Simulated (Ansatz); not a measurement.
`[CH3][GaH][CH2]Cl`, relaxed with RKS PBE0-D4/def2-TZVP in the Gaussian-basis code of Ansatz from a PBE-D4/def2-SVP geometry. The force threshold is 0.005 eV/Å; the program also tests the step.

Charge 0, multiplicity 1.

Start:

```xyz
10

C     0.286    0.159    1.692
Ga   -0.394    0.704   -0.081
C     0.223   -0.351   -1.664
Cl   -1.159   -1.559   -1.440
H    -0.104    0.795    2.510
H     1.394    0.186    1.712
H    -0.022   -0.889    1.887
H    -1.501    1.796   -0.356
H     0.112    0.081   -2.675
H     1.165   -0.923   -1.586
```

```tsv
step	energy (eV)	largest force (eV/Å)	largest move (Å)
1	-67060.0177	0.569	0.000
2	-67060.0494	0.207	0.021
3	-67060.0535	0.101	0.015
4	-67060.0542	0.055	0.022
5 (rejected)	-67060.0541	0.069	0.023
6	-67060.0546	0.009	0.011
7	-67060.0550	0.006	0.034
8 (rejected)	-67060.0505	0.336	0.148
9	-67060.0552	0.034	0.024
10	-67060.0555	0.061	0.061
11	-67060.0558	0.057	0.025
12 (rejected)	-67060.0558	0.085	0.051
13	-67060.0563	0.018	0.025
14	-67060.0566	0.048	0.049
15	-67060.0568	0.072	0.038
16	-67060.0571	0.049	0.016
17	-67060.0573	0.030	0.047
18	-67060.0575	0.045	0.047
19	-67060.0577	0.032	0.005
20	-67060.0577	0.006	0.011
21	-67060.0578	0.015	0.028
22	-67060.0579	0.028	0.030
23	-67060.0579	0.015	0.003
24	-67060.0579	0.007	0.017
25	-67060.0579	0.021	0.026
26	-67060.0580	0.007	0.009
27	-67060.0580	0.003	0.002
```

End:

```xyz
10

C     0.297    0.151    1.683
Ga   -0.315    0.717   -0.094
C     0.163   -0.419   -1.650
Cl   -1.316   -1.457   -1.434
H    -0.423    0.410    2.461
H     1.240    0.653    1.922
H     0.476   -0.925    1.708
H    -1.249    1.943   -0.380
H     0.103    0.008   -2.648
H     1.023   -1.080   -1.567
```

Run time 77 s (4 threads of an Arm Neoverse V2 on a shared host); peak host memory 0.5 GiB.
